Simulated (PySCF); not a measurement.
SnHF, SMILES [F][SnH] (connectivity only; charge and spin as stated), neutral, multiplicity 1. Geometry: PBE0-D3(BJ)/def2-TZVP. The def2 effective core potentials stand for the cores of Sn; spin–orbit coupling is left out.

These are PBE0-D3(BJ)/def2-TZVP run with PySCF 2.14.0 values and carry that method's errors.

Harmonic wavenumbers (cm⁻¹): 584, 616, 1702. Rotational constants (GHz): 159.4, 8.141, 7.745; symmetry number 1.

Q: Work out the zero-point energy and the ideal-gas rigid-rotor harmonic-oscillator thermochemistry at 298.15 K and 1 atm.

A: ZPE = ½ Σ hcν = ½ × 2902 cm⁻¹ = 4.15 kcal/mol. H − E(el) = 6.72 kcal/mol. Entropy in cal/(mol K): translation 40.69, rotation 21.00, vibration 0.91, total 62.60. G − E(el) = -11.94 kcal/mol. Cp = 10.05 cal/(mol K).
